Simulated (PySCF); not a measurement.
W(O)(NH)(OMe)(SH) (CH5NO2SW), SMILES [O]=[W]([SH])([O]C)=[NH], multiplicity 1.

Geometry optimised at B3LYP-D3(BJ)/def2-SVP. The multiplicity is an assumed one; other spin states were not compared. The def2 effective core potentials stand for the cores of W; spin–orbit coupling is left out. Other conformers were not sampled.

Vertical ionisation energy (IE) and electron affinity (EA) in eV. Rows of orbital energies are one-electron estimates. Where ΔSCF, EOM or ADC give a negative EA the extra electron is unbound and the value depends on the basis.

```csv
level,IE,EA
"−ε(HOMO), −ε(LUMO), r2SCAN/def2-TZVP (PySCF)",6.83,2.32
"−ε(HOMO), −ε(LUMO), PBE/def2-TZVP (PySCF)",6.52,2.39
```
